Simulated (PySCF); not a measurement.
## Radial density of Ir (iridium, neutral)

UHF, [Xe] 4f14 5d7 6s2, high-spin 4F determinant. Calculation: PySCF 2.14, in def2-TZVP with the def2 core potential (60 electrons); scalar relativity through the core potential. This is the valence pseudo-density: the core potential removes the inner electrons and smooths the orbitals near the nucleus.

| r (bohr) | 4πr²ρ (e/bohr) | 4πr²(ρα − ρβ) |
| --- | --- | --- |
| 0.139 | 2.169e-05 | 0.0000 |
| 0.234 | 0.0009125 | 0.0002 |
| 0.394 | 0.1079 | 0.0089 |
| 0.662 | 5.512 | 0.3536 |
| 1.11 | 13.75 | 2.0776 |
| 1.87 | 4.976 | 1.4986 |
| 3.15 | 1.165 | 0.1764 |
| 5.30 | 0.1289 | -0.0247 |
| 8.91 | 0.001387 | -0.0005 |

Energies and moments cover only the electrons outside the core potential. Spin-orbit coupling, absent here, splits the open shell strongly.

(1) Where is the radial spin density 4πr²(ρα − ρβ) most negative, and why is it negative at all?

## Answers

(1) Around r = 5.30 bohr, down to -0.0247 e/bohr: exchange with the open shell polarises the paired shells in an unrestricted calculation.
